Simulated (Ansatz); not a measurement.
Relaxation of CH7BS2Si (12 atoms, charge 0, multiplicity 1), to a largest force component of 0.015 eV/Å in at most 40 steps.

Theory: Ansatz, RKS LDA/6-31G*.

```xyz
12
Properties=species:S:1:pos:R:3
C -1.637 -0.164 -0.471
Si -0.250 -1.047 0.262
B 0.846 0.204 1.219
S 0.100 1.219 2.748
S 0.693 -0.370 4.060
H -2.277 0.376 0.324
H -1.277 0.663 -1.170
H -2.291 -0.810 -1.049
H 0.540 -1.656 -0.769
H -0.743 -2.075 1.206
H 1.984 0.412 0.903
H -0.496 -1.029 3.892
```

Task: Where does it end, and by what steps?

Result: The forces met the threshold. After 16 steps the energy has fallen by 1.246 eV; H12 moved furthest, 1.08 Å. Joined: B3–S5 (2.90 → 1.96 Å).

```json
{"step": "0", "energy less start (eV)": "0.0000", "largest force component (eV/Å)": "2.628", "accepted": "yes"}
{"step": "1", "energy less start (eV)": "-0.4968", "largest force component (eV/Å)": "1.174", "accepted": "yes"}
{"step": "2", "energy less start (eV)": "-0.8268", "largest force component (eV/Å)": "0.595", "accepted": "yes"}
{"step": "3", "energy less start (eV)": "-1.0956", "largest force component (eV/Å)": "0.721", "accepted": "yes"}
{"step": "4", "energy less start (eV)": "-1.1367", "largest force component (eV/Å)": "0.834", "accepted": "yes"}
{"step": "5", "energy less start (eV)": "-1.1762", "largest force component (eV/Å)": "0.110", "accepted": "yes"}
{"step": "6", "energy less start (eV)": "-1.1897", "largest force component (eV/Å)": "0.071", "accepted": "yes"}
{"step": "7", "energy less start (eV)": "-1.2093", "largest force component (eV/Å)": "0.129", "accepted": "yes"}
{"step": "8", "energy less start (eV)": "-1.2176", "largest force component (eV/Å)": "0.261", "accepted": "yes"}
{"step": "9", "energy less start (eV)": "-1.2305", "largest force component (eV/Å)": "0.187", "accepted": "yes"}
{"step": "10", "energy less start (eV)": "-1.2283", "largest force component (eV/Å)": "0.273", "accepted": "no"}
{"step": "11", "energy less start (eV)": "-1.2374", "largest force component (eV/Å)": "0.056", "accepted": "yes"}
{"step": "12", "energy less start (eV)": "-1.2419", "largest force component (eV/Å)": "0.036", "accepted": "yes"}
{"step": "13", "energy less start (eV)": "-1.2440", "largest force component (eV/Å)": "0.099", "accepted": "yes"}
{"step": "14", "energy less start (eV)": "-1.2453", "largest force component (eV/Å)": "0.039", "accepted": "yes"}
{"step": "15", "energy less start (eV)": "-1.2455", "largest force component (eV/Å)": "0.021", "accepted": "yes"}
{"step": "16", "energy less start (eV)": "-1.2455", "largest force component (eV/Å)": "0.002", "accepted": "yes"}
```

```xyz
12
Properties=species:S:1:pos:R:3
C -1.609 -0.086 -0.609
Si -0.395 -0.954 0.526
B 0.765 0.275 1.591
S -0.193 1.109 3.020
S 1.076 -0.494 3.365
H -2.211 0.644 -0.038
H -1.076 0.460 -1.408
H -2.298 -0.805 -1.086
H 0.360 -2.002 -0.257
H -1.170 -1.730 1.588
H 1.754 0.854 1.219
H 0.187 -1.549 3.245
```

Time of the run: 11 s on 2 threads of AMD EPYC 9R45 96-Core Processor (Zen 5), with other jobs on the host, peak memory 0.17 GiB.
